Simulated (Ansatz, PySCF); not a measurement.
C3H4F2O, SMILES C(/F)=C(\OC)F. Atoms are numbered in the order given.

```xyz
10

C     -2.1639     0.5069     0.1058
O     -0.9025     0.7723     0.6984
C      0.0813    -0.0489     0.3511
F     -0.1436    -1.3351     0.6034
C      1.2321     0.3740    -0.1735
F      2.2421    -0.4582    -0.4093
H     -2.8572     1.2654     0.4880
H     -2.1015     0.5852    -0.9929
H     -2.5301    -0.4940     0.3806
H      1.4112     1.4248    -0.4014
```

Geometry: PBE0-D3(BJ)/def2-SVP. The values are those of a single conformer.

Two levels are set side by side: PBE-D3(BJ)/def2-SVP (Ansatz, a quantum-chemistry and plane-wave program) and PBE0-D3(BJ)/def2-SVP (Ansatz). Each level has its own optimised geometry; the coordinates shown are those of the second. Frequencies come from the Hessian of PySCF at each geometry. Differences are taken from unrounded values.

```tsv
quantity	PBE0-D3(BJ)
mean bond length (Å)	1.237
bond C1–O2 (Å)	1.419
bond O2–C3 (Å)	1.328
bond C3–F4 (Å)	1.330
bond C3–C5 (Å)	1.334
bond C5–F6 (Å)	1.330
bond C1–H7 (Å)	1.096
bond C1–H8 (Å)	1.103
bond C1–H9 (Å)	1.101
bond C5–H10 (Å)	1.090
highest harmonic wavenumber (cm⁻¹)	3268
mean harmonic wavenumber (cm⁻¹)	1287
zero-point energy (kcal/mol)	44.16
```

What does PBE-D3(BJ) give, and how far is it from PBE0-D3(BJ)? (An estimate is asked for; the answer gives what the named calculation found.)


```
quantity                            PBE-D3(BJ)  PBE-D3(BJ) minus PBE0-D3(BJ)
----------------------------------  ----------  ----------------------------
mean bond length (Å)                     1.249                         0.012
bond C1–O2 (Å)                           1.435                         0.017
bond O2–C3 (Å)                           1.340                         0.012
bond C3–F4 (Å)                           1.348                         0.018
bond C3–C5 (Å)                           1.348                         0.014
bond C5–F6 (Å)                           1.343                         0.014
bond C1–H7 (Å)                           1.105                         0.008
bond C1–H8 (Å)                           1.112                         0.009
bond C1–H9 (Å)                           1.109                         0.009
bond C5–H10 (Å)                          1.099                         0.009
highest harmonic wavenumber (cm⁻¹)        3162                          -105
mean harmonic wavenumber (cm⁻¹)           1235                           -52
zero-point energy (kcal/mol)             42.37                         -1.79
```

Exact exchange shortens and stiffens bonds; PBE has none. Differences between two approximate levels are no errors against the true value.
